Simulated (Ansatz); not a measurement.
CdH2 (SMILES [CdH2]) moved off its minimum; all values from Ansatz (a quantum-chemistry and plane-wave program), cores frozen in correlated methods. Elements past Kr take the def2 small-core potentials, without spin–orbit coupling.
(charge 0, multiplicity 1)
```xyz
3

Cd    -0.0223     0.0512    -0.0600
H      0.0691    -0.0165     1.6596
H     -0.0272     0.0536    -1.6660
```

Task: Give the forces (eV/Å), the total energy and the dipole at CCSD(T)/def2-TZVPPD.

Result: 
```tsv
atom	Fx	Fy	Fz
Cd1	0.150	-0.112	1.481
H2	-0.086	0.064	-0.534
H3	-0.064	0.048	-0.946
```
Energy -168.4541 hartree, dipole 0.29 D.
